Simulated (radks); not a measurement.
Values are calculated unless marked as measured or tabulated.
Question: The table gives one normalised radial function P(r) = r R(r) of N5+ in [He] (r in bohr). Level of theory: scalar-relativistic Kohn-Sham, BLYP, spin-polarised, spherical densities, finite nucleus; Fermi nuclear charge, rms radius 2.5582 fm (a radial shooting solver on a logarithmic mesh with Libxc functionals).

r	P
0.009744	0.3236
0.01056	0.3486
0.01134	0.3725
0.01229	0.4008
0.01331	0.4310
0.01431	0.4599
0.0155	0.4940
0.01665	0.5266
0.01804	0.5649
0.01939	0.6013
0.021	0.6439
0.02275	0.6890
0.02445	0.7316
0.02649	0.7812
0.02846	0.8279
0.03083	0.8820
0.03314	0.9327
0.0359	0.9909
0.03889	1.0512
0.04179	1.1069
0.04527	1.1702
0.04865	1.2282
0.0527	1.2934
0.05664	1.3523
0.06135	1.4177
0.06646	1.4821
0.07142	1.5389
0.07737	1.5997
0.08315	1.6519
0.09007	1.7060
0.0968	1.7504
0.1049	1.7940
0.1136	1.8305
0.1221	1.8564
0.1322	1.8764
0.1421	1.8857
0.154	1.8853
0.1654	1.8747
0.1792	1.8509
0.1942	1.8139
0.2086	1.7692
0.226	1.7069
0.2429	1.6398
0.2631	1.5536
0.2828	1.4666
0.3063	1.3608
0.3318	1.2472
0.3566	1.1400
0.3863	1.0178
0.4151	0.9071
0.4497	0.7858
0.4833	0.6801
0.5236	0.5688
0.5672	0.4661
0.6095	0.3824
0.6603	0.3001
0.7096	0.2361
0.7686	0.1764
0.826	0.1323
0.8948	0.0934

Which n and l does it have? It may be an empty orbital.

Answer: n = 1, l = 0: the number of nodes gives n - l - 1 = 0, the rise at small r (about r^(l+1)) gives l, and the extent must fit the shell. The curve is that of 1s. 1s: eigenvalue -512.07 eV, 0 radial nodes, <r> = 0.227 bohr, 90 % of the charge inside 0.407 bohr.
